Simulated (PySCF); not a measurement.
# Relaxation of singlet HfOBr₂

All numbers come from PySCF, PBE0, basis Hf def2-SVP with ECP60, O def2-SVP, Br def2-SVP (scalar-relativistic core potentials, no spin–orbit coupling, density fitting). A (50,194) grid was used.

A start displaced from a saddle point along its imaginary mode, of Cs symmetry, held to at least that symmetry:

```xyz
4
charge 0 multiplicity 1, angstrom
Hf    0.0000    0.0587    0.3957
O     0.0000   -0.2500    2.1399
Br    2.2985   -0.0415   -0.6679
Br   -2.2985   -0.0415   -0.6679
```

Optimiser trace:
```tsv
step	E − E(last) (kJ/mol)	largest gradient (Eh/bohr)
0	5.24	0.02469
1	3.06	0.00197
2	2.22	0.00627
3	2.23	0.01446
4	0.96	0.00319
5	0.33	0.00160
6	0.09	0.00054
7	0.04	0.00147
8	0.01	0.00091
9	0.00	0.00016
```

It ends at Cs with Hf–Br 2.518 Å (×2), Hf–O 1.743 Å; Br–Hf–Br 118.9°, Br–Hf–O 110.9° (×2) (after a last refinement on a finer grid). A frequency run shows a minimum. Other isomers or separated fragments may lie lower.

Stability towards spin polarisation was not tested. With an element this heavy the missing spin–orbit coupling can shift these numbers.

The relaxation took roughly 2.9 core-minutes on a shared host.
